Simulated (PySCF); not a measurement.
Bond stretch in CF, doublet.

- UKS-PBE = unrestricted PBE/cc-pVDZ run with PySCF 2.14.0
- CASSCF(11,8)/cc-pVDZ (PySCF)
- UCCSD(T) = PySCF with CCSD(T) on UHF/cc-pVDZ, 2 core orbitals frozen

Energies relative to the lowest point of each curve near equilibrium, in kJ/mol:

```tsv
R / Å	UKS-PBE	CASSCF(11,8)
1.01	354.4	344.6
1.07	187.7	178.5
1.14	74.8	67.5
1.18	37.7	31.9
1.22	14.9	10.9
1.27	1.7	0.1
1.30	0.0	0.0
1.33	1.9	3.5
1.39	14.1	19.0
1.48	46.1	55.9
1.59	97.0	111.9
1.73	168.7	186.5
```

### Question
Estimate the UCCSD(T) values at these points.

### Answer
1.01: 354.9; 1.07: 186.4; 1.14: 72.7; 1.18: 35.7; 1.22: 13.3; 1.27: 1.0; 1.30: 0.0; 1.33: 2.7; 1.39: 16.6; 1.48: 51.4; 1.59: 105.6; 1.73: 180.6 (kJ/mol).

The scan ran from 1.01 to 5.04 Å; beyond the distances shown one of the unrestricted levels run for this scan, shown here or not, changes its spin distribution in one step.
